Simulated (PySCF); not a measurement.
CH7GeNSi, GeH6N2Si, GeH6NSi, GeH3NOSi and others (calculated)

Calculation on a computer-drawn molecule: the log of a Hartree-Fock and frozen-core CCSD(T) single point meant for a local Hartree-Fock minimum, with one planted fault or none, to be diagnosed. Offsets are logged minus clean, where the clean run is the same molecule without the fault. The reference is restricted for singlets and unrestricted otherwise, and also for a bond in bohr or an excited solution. Adding or removing an electron swaps singlet and doublet. The excited solution moves the top pair (singlet) or top alpha electron (doublet) to the lowest empty orbital. Highest occupied and lowest empty are orbital energies over both spins, largest force is the largest gradient component, triples share is (T) over the correlation energy, the T1 limit is 0.02 restricted and 0.045 unrestricted, electrons count all cores, a negative frequency is imaginary (commonest isotopes), and the dipole is about the centre of nuclear charge; on germanium a core potential holds 10 electrons, which the energies leave out, and 3d is frozen in MP2 and coupled-cluster steps. Program: PySCF 2.14.0.

Common to all runs: meant charge 0; meant basis and core potential on germanium cc-pVDZ-PP ECP10MDF; logged SCF converged yes; possible faults no fault, one electron removed, one electron added, multiplicity raised by two, geometry at a saddle point, SCF held on an excited solution, minimal basis STO-3G, one bond length entered in bohr, all coordinates scaled.

```yaml
- entry: 1
  formula: CH7GeNSi
  logged_structure:
    atoms_angstrom:
      - ["N", -0.8773, -2.8867, -0.8366]
      - [Si, 0.424, -1.8257, -0.7058]
      - [C, 0.408, -0.2419, -0.1163]
      - [Ge, -1.097, 0.7476, 0.553]
      - [H, -0.7881, -3.8146, -1.1983]
      - [H, -1.8133, -2.6597, -0.5643]
      - [H, 1.6298, -2.5074, -1.2008]
      - [H, 1.3667, 0.2709, -0.1194]
      - [H, -2.3656, -0.1267, 0.4844]
      - [H, -1.3722, 2.0237, -0.2615]
      - [H, -0.9133, 1.1795, 2.0183]
  given:
    meant_multiplicity: 1
    meant_basis: "cc-pV(D+d)Z"
    logged_electrons: 66
    logged_basis_functions: 109
    logged_spin_squared: 0.0
    "logged_highest_occupied [eV]": -2.0513
    "logged_lowest_empty [eV]": -2.6419
    "logged_largest_force [hartree/bohr]": 0.21085
    logged_CC_converged: "no"
    "logged_dipole_magnitude [debye]": 4.8873
    logged_SCF_stable_within_its_kind: "no"
    "logged_energy_HF [hartree]": -678.24197
    drawn_bonds_atom: [1, 2, 3, 1, 1, 2, 3, 4, 4, 4]
    drawn_bonds_other_atom: [2, 3, 4, 5, 6, 7, 8, 9, 10, 11]
    drawn_bonds_order: [1, 2, 1, 1, 1, 1, 1, 1, 1, 1]
  results:
    planted_fault: "SCF held on an excited solution"
    "HF_energy_offset_from_clean_run [kcal/mol]": 274.7
  notes: ["CCSD not converged"]
- entry: 2
  formula: GeH6N2Si
  logged_structure:
    atoms_angstrom:
      - ["N", -2.2114, -0.0522, 2.3827]
      - [Si, -2.0161, -0.1168, 0.7184]
      - ["N", -0.7824, -0.5366, -0.1273]
      - [Ge, 0.9119, -1.1143, -0.2981]
      - [H, -1.4933, -0.2978, 3.0362]
      - [H, -3.0626, 0.2377, 2.8232]
      - [H, -3.288, 0.3177, 0.1285]
      - [H, 1.7454, -0.0795, -1.0682]
      - [H, 1.5957, -1.3489, 1.0659]
      - [H, 0.9398, -2.4415, -1.0705]
  given:
    meant_multiplicity: 1
    meant_basis: "cc-pV(D+d)Z"
    logged_electrons: 66
    logged_basis_functions: 104
    logged_spin_squared: 0.0
    "logged_highest_occupied [eV]": -2.0921
    "logged_lowest_empty [eV]": -4.0531
    "logged_largest_force [hartree/bohr]": 0.27803
    logged_CC_converged: "no"
    "logged_dipole_magnitude [debye]": 5.8962
    logged_SCF_stable_within_its_kind: "no"
    "logged_energy_HF [hartree]": -694.16857
    drawn_bonds_atom: [1, 2, 3, 1, 1, 2, 4, 4, 4]
    drawn_bonds_other_atom: [2, 3, 4, 5, 6, 7, 8, 9, 10]
    drawn_bonds_order: [1, 2, 1, 1, 1, 1, 1, 1, 1]
  results:
    planted_fault: "SCF held on an excited solution"
    "HF_energy_offset_from_clean_run [kcal/mol]": 346.7
  notes: ["CCSD not converged"]
- entry: 3
  formula: GeH6NSi
  logged_structure:
    atoms_angstrom:
      - ["N", 1.9105, 2.116, -0.5218]
      - [Si, 0.4003, 2.2421, -0.9853]
      - [Ge, -0.7201, 0.4305, -0.4067]
      - [H, 2.4288, 1.4259, -0.8371]
      - [H, 2.4181, 2.8765, -0.4273]
      - [H, -0.1025, 3.3485, -0.3694]
      - [H, -2.0258, 0.4824, -0.9241]
      - [H, -0.8043, 0.2626, 0.9878]
      - [H, -0.088, -0.7084, -0.9399]
  given:
    meant_multiplicity: 2
    meant_basis: "cc-pV(D+d)Z"
    logged_electrons: 59
    logged_basis_functions: 90
    logged_spin_squared: 0.7577
    "logged_highest_occupied [eV]": -7.4224
    "logged_lowest_empty [eV]": 2.3264
    "logged_largest_force [hartree/bohr]": 0.087786
    logged_T1_diagnostic: 0.013825
    logged_D1_diagnostic: 0.055074
    logged_triples_share: 0.023191
    logged_CC_converged: "yes"
    "logged_dipole_magnitude [debye]": 2.0005
    logged_SCF_stable_within_its_kind: "yes"
    "logged_energy_HF [hartree]": -640.1734
    "logged_energy_CCSD(T) [hartree]": -640.58208
    drawn_bonds_atom: [1, 2, 1, 1, 2, 3, 3, 3]
    drawn_bonds_other_atom: [2, 3, 4, 5, 6, 7, 8, 9]
    drawn_bonds_order: [1, 1, 1, 1, 1, 1, 1, 1]
  results:
    planted_fault: "all coordinates scaled, by -8.4 %"
    "HF_energy_offset_from_clean_run [kcal/mol]": 42.12
    "CCSD(T)_energy_offset_from_clean_run [kcal/mol]": 47.63
- entry: 4
  formula: GeH3NOSi
  logged_structure:
    atoms_angstrom:
      - ["N", 1.1716, 0.06, 0.9113]
      - [Si, 2.5738, 0.5283, 0.5718]
      - [O, 3.4258, -0.1427, -0.2453]
      - [Ge, 3.2932, 2.388, 1.5413]
      - [H, 0.5922, 0.5014, 1.4463]
      - [H, 0.822, -0.7006, 0.5638]
      - [H, 2.7916, 3.164, 0.4524]
  given:
    meant_multiplicity: 1
    meant_basis: "cc-pV(D+d)Z"
    logged_electrons: 64
    logged_basis_functions: 89
    logged_spin_squared: 0.0
    "logged_highest_occupied [eV]": -8.8355
    "logged_lowest_empty [eV]": -0.11145
    "logged_largest_force [hartree/bohr]": 0.17845
    logged_T1_diagnostic: 0.018266
    logged_D1_diagnostic: 0.059209
    logged_triples_share: 0.026052
    logged_CC_converged: "yes"
    "logged_dipole_magnitude [debye]": 4.8862
    logged_SCF_stable_within_its_kind: "yes"
    "logged_energy_HF [hartree]": -713.2868
    "logged_energy_CCSD(T) [hartree]": -713.83411
    drawn_bonds_atom: [1, 2, 2, 1, 1, 4]
    drawn_bonds_other_atom: [2, 3, 4, 5, 6, 7]
    drawn_bonds_order: [1, 2, 1, 1, 1, 1]
  results:
    planted_fault: "all coordinates scaled, by -9.7 %"
    "HF_energy_offset_from_clean_run [kcal/mol]": 61.48
    "CCSD(T)_energy_offset_from_clean_run [kcal/mol]": 75.3
- entry: 5
  formula: GeH5NSi
  logged_structure:
    atoms_angstrom:
      - ["N", -0.1199, -0.5095, 1.2494]
      - [Si, 1.3969, 0.2518, 1.1168]
      - [Ge, 1.179, 0.9681, -1.2424]
      - [H, -0.4064, -0.9416, 2.1091]
      - [H, -0.8255, -0.5995, 0.5422]
      - [H, -0.1556, 0.5285, -1.8831]
      - [H, 2.3116, 0.3928, -2.112]
      - [H, 1.2606, 2.5002, -1.3709]
  given:
    meant_multiplicity: 1
    meant_basis: "cc-pV(D+d)Z"
    logged_electrons: 58
    logged_basis_functions: 85
    logged_spin_squared: 0.0
    "logged_highest_occupied [eV]": -4.6726
    "logged_lowest_empty [eV]": -1.9255
    "logged_largest_force [hartree/bohr]": 0.053624
    "logged_dipole_magnitude [debye]": 0.9142
    logged_SCF_stable_within_its_kind: "no"
    "logged_energy_HF [hartree]": -639.40648
    drawn_bonds_atom: [1, 2, 1, 1, 3, 3, 3]
    drawn_bonds_other_atom: [2, 3, 4, 5, 6, 7, 8]
    drawn_bonds_order: [1, 1, 1, 1, 1, 1, 1]
  results:
    planted_fault: "SCF held on an excited solution"
    "HF_energy_offset_from_clean_run [kcal/mol]": 158.5
  notes: ["coupled-cluster numbers left out as unreliable"]
- entry: 6
  formula: B2GeH3O
  logged_structure:
    atoms_angstrom:
      - [O, -1.4446, 1.7288, -3.7218]
      - [B, -1.2473, 1.2444, -2.593]
      - [B, -0.9351, 0.5604, -0.9953]
      - [Ge, 1.0033, 0.2956, -0.3142]
      - [H, -1.8769, 0.2245, -0.2474]
      - [H, 1.3609, -0.3141, 1.1137]
      - [H, 2.3128, 0.6697, -1.1405]
  given:
    meant_multiplicity: 2
    meant_basis: cc-pVDZ
    logged_electrons: 53
    logged_basis_functions: 80
    logged_spin_squared: 0.76
    "logged_highest_occupied [eV]": -8.6954
    "logged_lowest_empty [eV]": -0.44717
    "logged_largest_force [hartree/bohr]": 0.084528
    logged_T1_diagnostic: 0.023353
    logged_D1_diagnostic: 0.079997
    logged_triples_share: 0.035765
    logged_CC_converged: "yes"
    "logged_dipole_magnitude [debye]": 4.6285
    logged_SCF_stable_within_its_kind: "yes"
    "logged_energy_HF [hartree]": -419.35515
    "logged_energy_CCSD(T) [hartree]": -419.8343
    drawn_bonds_atom: [1, 2, 3, 3, 4, 4]
    drawn_bonds_other_atom: [2, 3, 4, 5, 6, 7]
    drawn_bonds_order: [2, 1, 1, 1, 1, 1]
  results:
    planted_fault: "all coordinates scaled, by +4.6 %"
    "HF_energy_offset_from_clean_run [kcal/mol]": 8.859
    "CCSD(T)_energy_offset_from_clean_run [kcal/mol]": 3.243
- entry: 7
  formula: CH3BGeO
  logged_structure:
    atoms_angstrom:
      - [O, -1.0691, 1.3967, -0.9369]
      - [B, -0.1069, 0.7246, -0.7291]
      - [C, 1.1524, -0.1239, -0.5214]
      - [Ge, 2.0698, -0.5942, -2.2756]
      - [H, 1.8463, 0.3994, 0.1388]
      - [H, 0.8496, -1.0656, -0.0494]
      - [H, 0.8476, -1.447, -2.8116]
  given:
    meant_multiplicity: 1
    meant_basis: cc-pVDZ
    logged_electrons: 53
    logged_basis_functions: 80
    logged_spin_squared: 0.7703
    "logged_highest_occupied [eV]": -17.324
    "logged_lowest_empty [eV]": -7.6921
    "logged_largest_force [hartree/bohr]": 0.044269
    logged_T1_diagnostic: 0.022063
    logged_D1_diagnostic: 0.071958
    logged_triples_share: 0.034656
    logged_CC_converged: "yes"
    "logged_dipole_magnitude [debye]": 6.8537
    logged_SCF_stable_within_its_kind: "yes"
    "logged_energy_HF [hartree]": -432.2648
    "logged_energy_CCSD(T) [hartree]": -432.76701
    drawn_bonds_atom: [1, 2, 3, 3, 3, 4]
    drawn_bonds_other_atom: [2, 3, 4, 5, 6, 7]
    drawn_bonds_order: [2, 1, 1, 1, 1, 1]
  results:
    planted_fault: "one electron removed"
    "HF_energy_offset_from_clean_run [kcal/mol]": 196.9
    "CCSD(T)_energy_offset_from_clean_run [kcal/mol]": 211.1
- entry: 8
  formula: CH3BGeO
  logged_structure:
    atoms_angstrom:
      - [O, -1.0691, 1.3967, -0.9369]
      - [B, -0.1069, 0.7246, -0.7291]
      - [C, 1.1524, -0.1239, -0.5214]
      - [Ge, 2.0698, -0.5942, -2.2756]
      - [H, 1.8463, 0.3994, 0.1388]
      - [H, 0.8496, -1.0656, -0.0494]
      - [H, 0.8476, -1.447, -2.8116]
  given:
    meant_multiplicity: 1
    meant_basis: cc-pVDZ
    logged_electrons: 54
    logged_basis_functions: 80
    logged_spin_squared: 0.0
    "logged_highest_occupied [eV]": -6.2982
    "logged_lowest_empty [eV]": -3.1079
    "logged_largest_force [hartree/bohr]": 0.066723
    "logged_dipole_magnitude [debye]": 4.1032
    logged_SCF_stable_within_its_kind: "no"
    "logged_energy_HF [hartree]": -432.34625
    drawn_bonds_atom: [1, 2, 3, 3, 3, 4]
    drawn_bonds_other_atom: [2, 3, 4, 5, 6, 7]
    drawn_bonds_order: [2, 1, 1, 1, 1, 1]
  results:
    planted_fault: "SCF held on an excited solution"
    "HF_energy_offset_from_clean_run [kcal/mol]": 145.8
  notes: ["coupled-cluster numbers left out as unreliable"]
- entry: 9
  formula: BGeH2NO
  logged_structure:
    atoms_angstrom:
      - [O, -1.5532, 1.3233, 0.0568]
      - [B, -0.6733, 0.55, -0.1873]
      - ["N", 0.3534, -0.3473, -0.4723]
      - [Ge, 2.0805, 0.0505, -1.0605]
      - [H, 0.1245, -1.3165, -0.3418]
      - [H, 1.8209, 1.6097, -1.0649]
  given:
    meant_multiplicity: 1
    meant_basis: cc-pVDZ
    logged_electrons: 54
    logged_basis_functions: 75
    logged_spin_squared: 0.0
    "logged_highest_occupied [eV]": -9.954
    "logged_lowest_empty [eV]": 0.36477
    "logged_largest_force [hartree/bohr]": 1.6697e-05
    "logged_lowest_frequency [cm^-1]": 149.92
    logged_T1_diagnostic: 0.02007
    logged_D1_diagnostic: 0.053803
    logged_triples_share: 0.032179
    logged_CC_converged: "yes"
    "logged_dipole_magnitude [debye]": 4.4263
    logged_SCF_stable_within_its_kind: "yes"
    "logged_energy_HF [hartree]": -448.6278
    "logged_energy_CCSD(T) [hartree]": -449.16918
    drawn_bonds_atom: [1, 2, 3, 3, 4]
    drawn_bonds_other_atom: [2, 3, 4, 5, 6]
    drawn_bonds_order: [2, 1, 1, 1, 1]
  results:
    planted_fault: "no fault"
    "HF_energy_offset_from_clean_run [kcal/mol]": 0.0
    "CCSD(T)_energy_offset_from_clean_run [kcal/mol]": 0.0
  notes: ["T1 above single-reference limit"]
- entry: 10
  formula: BGeH3OSi
  logged_structure:
    atoms_angstrom:
      - [O, 1.9936, -0.1143, -1.3605]
      - [B, 1.2539, 0.544, -0.6278]
      - [Si, -0.0758, 1.5906, 0.6046]
      - [Ge, -2.4279, 0.5375, 0.3647]
      - [H, -0.0598, 3.0562, 0.1389]
      - [H, 0.4924, 1.5154, 2.0294]
      - [H, -2.4604, 0.9628, -1.2189]
  given:
    meant_multiplicity: 1
    meant_basis: "cc-pV(D+d)Z"
    logged_electrons: 62
    logged_basis_functions: 89
    logged_spin_squared: 0.0
    "logged_highest_occupied [eV]": -9.2746
    "logged_lowest_empty [eV]": -0.65805
    "logged_largest_force [hartree/bohr]": 0.045807
    logged_T1_diagnostic: 0.020851
    logged_D1_diagnostic: 0.053895
    logged_triples_share: 0.034815
    logged_CC_converged: "yes"
    "logged_dipole_magnitude [debye]": 4.6071
    logged_SCF_stable_within_its_kind: "yes"
    "logged_energy_HF [hartree]": -683.62448
    "logged_energy_CCSD(T) [hartree]": -684.12106
    drawn_bonds_atom: [1, 2, 3, 3, 3, 4]
    drawn_bonds_other_atom: [2, 3, 4, 5, 6, 7]
    drawn_bonds_order: [2, 1, 1, 1, 1, 1]
  results:
    planted_fault: "all coordinates scaled, by +3.7 %"
    "HF_energy_offset_from_clean_run [kcal/mol]": 5.507
    "CCSD(T)_energy_offset_from_clean_run [kcal/mol]": 1.876
  notes: ["T1 above single-reference limit"]
```
